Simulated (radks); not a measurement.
Results of a calculation; reference values are marked as such.
Task: Ionisation of Sn+, [Kr] 4d10 5s2 5p1, to Sn2+, [Kr] 4d10 5s2, under several functionals. Scalar-relativistic Kohn-Sham, spin-polarised, spherical densities, finite nucleus; open shells are filled with parallel spins first (spin-orbit coupling, left out, can overturn this in heavy ions); a radial shooting solver on a logarithmic mesh with Libxc functionals. Known Delta-SCF values: PBEsol 14.192 eV; revPBE 14.067 eV. What does MS2 meta-GGA give, and what is its highest occupied eigenvalue?

Result: 14.115 eV by Delta-SCF; the 5p eigenvalue is -10.620 eV. NIST: 14.633 eV (measured).
